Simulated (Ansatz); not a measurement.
**Which is lower?**

Two relaxed structures of BH$_{2}$SeS (charge -1), closed shell (PBE0-D4/def2-TZVPD; forces vanish, vibrations not checked).

A:

```
5
angstrom
S -0.8125 0.9984 -0.4782
B 0.3937 0.0094 0.2495
Se 0.3320 -2.0047 0.0562
H 1.5408 -2.3349 0.8354
H 1.3457 0.3548 0.9090
```

B:

S1  (-0.989, 0.928, -0.403)
B2  (0.516, 0.086, 0.264)
Se3  (0.841, -1.761, 0.252)
H4  (-1.634, -0.174, -0.826)
H5  (1.266, 0.920, 0.714)
(Å)

Computed with Ansatz 0.2.0 (basis: def2-TZVPPD); correlated methods freeze the cores. Filled d shells of the heavier atoms are correlated. The def2 sets are not built for correlating such inner shells, so the correlated values are less sure here. B3LYP uses VWN-RPA correlation.

**Question.** Which structure is lower at CCSD(T), and by how much? (To be estimated.)

**Answer.** By the calculation: B, by 15.1 kJ/mol (electronic energy, against the other). By their contacts, A is BH₂SeS ([S][BH][SeH]), total charge -1 and B is BH₂SeS ([SH][BH][Se]), total charge -1.

All methods give the same order:

```csv
method,E(B) − E(A) (kJ/mol)
PBE-D4,-14.7
r2SCAN-D4,-16.3
PBE0-D4,-17.4
B3LYP-D4,-15.3
wB97M-V,-16.8
HF,-21.9
MP2,-15.7
CCSD,-15.9
CCSD(T),-15.1
```

T1 diagnostic: at most 0.015.

Labels in which every atom is bracketed show which atoms are joined, not bond orders.

For scale, one of the runs: CCSD(T)/def2-TZVPPD, 179 basis functions, launched by `ansatz run in.yaml --threads 2 --pin off --events-out ev --progress --plain --max-ram 4352MiB`. Time: 55 s of wall clock on 2 CPU threads of an Arm Neoverse V2; the host was shared. Peak host memory: 1.6 GiB.
